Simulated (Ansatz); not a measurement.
**CH3GeN−: where a starting geometry ends**

The starting geometry of this gas-phase doublet was optimised with GFN2-xTB.

```yaml
atoms:
  - { symbol: C, position_ang: [-0.9054, -0.3954, 0.9280] }
  - { symbol: Ge, position_ang: [-0.0985, 0.6015, -0.5075] }
  - { symbol: N, position_ang: [-0.7095, -0.0171, 2.1737] }
  - { symbol: H, position_ang: [-1.1846, -0.6215, 2.8608] }
  - { symbol: H, position_ang: [-1.5316, -1.2916, 0.7326] }
  - { symbol: H, position_ang: [-0.8259, -0.5298, -1.8518] }
```

Q: Predict what becomes of its bonds when it is optimised with B3LYP-D3(BJ)/def2-SVPD.

A: It keeps its bonds. Distances that change by over a tenth: Ge2–H6 (1.90 → 1.63 Å).

The energy falls by 0.29 eV over 9 steps:

| step | E − E(last) (eV) |
| --- | --- |
| 1 | 0.291 |
| 2 | 0.041 |
| 3 | 0.014 |
| 4 | 0.004 |
| 5 | 0.001 |
| 6 | 0.000 |
| 7 | 0.000 |
| 8 | 0.000 |
| 9 | 0.000 |

Final geometry (Å):

```xyz
6

C    -0.8955   -0.3845    0.9346
Ge   -0.1171    0.5655   -0.6398
N    -0.7112   -0.0194    2.1732
H    -1.2023   -0.6489    2.8196
H    -1.5266   -1.2833    0.7351
H    -0.8029   -0.4833   -1.6869
```

Frequencies at the end are all real (lowest 226 cm⁻¹). Open shells are spin-unrestricted. Run with Ansatz 0.2.0, 36 s on 2 threads of Intel(R) Xeon(R) Platinum 8259CL CPU @ 2.50GHz (Skylake/Cascade Lake) (shared host).
